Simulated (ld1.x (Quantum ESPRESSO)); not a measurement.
**Pseudopotential generation for O: RRKJ, BLYP, fully relativistic.**

ld1.x (Quantum ESPRESSO) 7.5 was run on this input:

```
&input
   title='O', zed=8., rel=2, dft='BLYP', iswitch=3,
   config='[He] 2s2 2p4 3d-2', rel_dist='average',
   nld=5, rlderiv=1.65, eminld=-4.0, emaxld=5.0, deld=0.02
 /
 &inputp
   pseudotype=2, tm=.false., rho0=0.01, lloc=-1, rcloc=1.10,
   nlcc=.true., rcore=0.50,
   file_pseudopw='O.UPF', file_wfcaegen='ae.wfc', file_wfcncgen='nc.wfc', file_beta='beta', file_chi='chi'
 /
3
2S  1  0   2.00   0.00  0.65  0.65  0.0
2P  2  1   4.00   0.00  1.50  1.50  0.0
3D  3  2  -2.00  -0.10  1.45  1.45  0.0
 &test
   configts(1)='2s2 2p4'
 /
```

Command:

```bash
ld1.x < O.in > O.out
```

Resulting log (shortened: banner, matrices, multipoles, cross overlaps and the repeated all-electron block are left out):

```
Program LD1 v.7.5
     --------------------------- All-electron run ----------------------------

     O
     dirac relativistic calculation

     atomic number is  8.00
     dft =BLYP   lsd =0 sic =0 latt =0  beta=0.20 tr2=1.0E-14
     Exchange-correlation= BLYP
                           (   1   3   1   3   0   0   0)
     mesh =1095 r(mesh) =  99.04343 a.u. xmin = -7.00 dx = 0.01250
     1 Ry =  13.60569312 eV, c = 137.03599908

     n l j   nl                  e(Ry)          e(Ha)          e(eV)
     Spin orbit split results
     1 0 0.5 1S 1( 2.00)       -37.8836       -18.9418      -515.4330
     2 0 0.5 2S 1( 2.00)        -1.7515        -0.8758       -23.8308
     2 1 0.5 2P 1( 1.33)        -0.6650        -0.3325        -9.0479
     2 1 1.5 2P 1( 2.67)        -0.6623        -0.3311        -9.0109
     Averaged results
     1 0     1S 1( 2.00)       -37.8836       -18.9418      -515.4330
     2 0     2S 1( 2.00)        -1.7515        -0.8758       -23.8308
     2 1     2P 1( 4.00)        -0.6632        -0.3316        -9.0232

     final scf error:  3.8E-15 reached in  27 iterations

     Etot =    -150.161640 Ry,     -75.080820 Ha,   -2043.053189 eV

     Ekin =     150.002618 Ry,      75.001309 Ha,    2040.889592 eV
     Encl =    -356.356244 Ry,    -178.178122 Ha,   -4848.473699 eV
     Eh   =      72.905153 Ry,      36.452577 Ha,     991.925143 eV
     Exc  =     -16.713167 Ry,      -8.356584 Ha,    -227.394225 eV

     normalization and overlap integrals

     s(1S/1S) =  1.000000  <r> =   0.1995  <r2> =    0.0538  r(max) =   0.1298
     s(2S/2S) =  1.000000  <r> =   1.1403  <r2> =    1.5855  r(max) =   0.8677
     s(2P/2P) =  1.000000  <r> =   1.2660  <r2> =    2.1458  r(max) =   0.8151
     s(2P/2P) =  1.000000  <r> =   1.2683  <r2> =    2.1537  r(max) =   0.8151

     ------------------------ End of All-electron run ------------------------

     --------------------- Generating NC pseudopotential ---------------------

      Generating local potential from pseudized AE potential:
      Matching radius rcloc =   1.1000

      Local pseudo, rcloc= 1.100 Estimated cut-off energy=    20.28 Ry

      Computing core charge for nlcc:

       r > 0.50 : true rho core
       r < 0.50 : rho core = a sin(br)/r    a=   2.34  b=   5.42

      Integrated core pseudo-charge :   0.27

     Fully relativistic calculation: |psi|^2

     Wfc 2S LC norm =  0.99991391 SC norm =  0.00008291 missing  0.00000318

     Wfc 2P LC norm =  0.99993191 SC norm =  0.00006783 missing  0.00000026

     Wfc 2P LC norm =  0.99993209 SC norm =  0.00006211 missing  0.00000581

      Wfc   2S  rcut= 0.651  Estimated cut-off energy=       97.68 Ry
      Using 4 Bessel functions for this wfc, rho(0) = 0.010
      This function has    0 nodes for 0 < r <    0.651

      Wfc   2P  rcut= 1.485  Estimated cut-off energy=       80.36 Ry
      This function has    0 nodes for 0 < r <    1.485

      Wfc   2P  rcut= 1.485  Estimated cut-off energy=       80.35 Ry
      This function has    0 nodes for 0 < r <    1.485

      Wfc   3D  rcut= 1.449  Estimated cut-off energy=      105.04 Ry
      This function has    0 nodes for 0 < r <    1.449

      Wfc   3D  rcut= 1.449  Estimated cut-off energy=      105.04 Ry
      This function has    0 nodes for 0 < r <    1.449

     ------------------- End of pseudopotential generation -------------------

     Computing logarithmic derivative in   1.65174
     Computing logarithmic derivative in   1.65174
     Computing the partial wave expansion
     R is outside the sphere for l=    0 j= 0.50
     R is outside the sphere for l=    1 j= 0.50
     R is outside the sphere for l=    1 j= 1.50
     R is outside the sphere for l=    2 j= 1.50
     R is outside the sphere for l=    2 j= 2.50

     ---------------------- Testing the pseudopotential ----------------------

     O
     dirac relativistic calculation

     atomic number is  8.00   valence charge is  6.00
     dft =BLYP   lsd =0 sic =0 latt =0  beta=0.20 tr2=1.0E-14
     mesh =1095 r(mesh) =  99.04343 xmin = -7.00 dx = 0.01250

     n l  j  nl             e AE (Ry)       e PS (Ry)    De AE-PS (Ry)
     1 0 0.5 2S   1( 2.00)       -1.75153       -1.75155        0.00002
     2 1 0.5 2P   1( 1.33)       -0.66501       -0.66501        0.00000
     2 1 1.5 2P   1( 2.67)       -0.66229       -0.66229        0.00000

     eps = 1.7E-15  iter =  7

     Etot =    -150.161640 Ry,     -75.080820 Ha,   -2043.053189 eV
     Etotps =   -31.692808 Ry,     -15.846404 Ha,    -431.202616 eV

     Ekin =      20.801708 Ry,      10.400854 Ha,     283.021661 eV
     Encl =     -69.696069 Ry,     -34.848035 Ha,    -948.263333 eV
     Ehrt =      26.971430 Ry,      13.485715 Ha,     366.964997 eV
     Ecxc =      -6.991406 Ry,      -3.495703 Ha,     -95.122922 eV
     (Ecc =      -0.361858 Ry,      -0.180929 Ha,      -4.923322 eV)
     Epseu=      -2.778471 Ry,      -1.389235 Ha,     -37.803019 eV

     ---------------------- End of pseudopotential test ----------------------
```

Generation and configuration tests took about 0.83 s on one core of a shared server CPU.
